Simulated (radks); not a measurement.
The numbers below are computed, except where a source is named.
Question: The ytterbium ion Yb+, configuration [Xe] 4f14 6s1 (the NIST ground configuration). Code: a radial shooting solver on a logarithmic mesh with Libxc functionals. Model: Dirac Kohn-Sham, PBE, spin-unpolarised, spherical densities, point nucleus.

Spin-orbit splittings of the eigenvalues, e(l+1/2) - e(l-1/2), with zeta = 2 splitting/(2l+1) and mean radii in bohr:

shell  occ.  splitting (eV)  zeta (eV)  <r> j=l-1/2  <r> j=l+1/2
2p        6            1047      698.1      0.06872      0.07622
3p        6           222.3      148.2       0.2061       0.2201
3d       10           48.55      19.42       0.1935       0.1978
4p        6           50.30      33.53       0.4956       0.5280
4d       10           9.155      3.662       0.5535       0.5650
4f       14           1.317     0.3764       0.7742       0.7973
5p        6           6.094      4.063        1.367        1.484
5d        0               ?          ?        2.750        2.857
6p        0          0.4557     0.3038        4.479        4.772

Estimate the 5d splitting.

Answer: 0.2887 eV (zeta = 0.1155 eV).
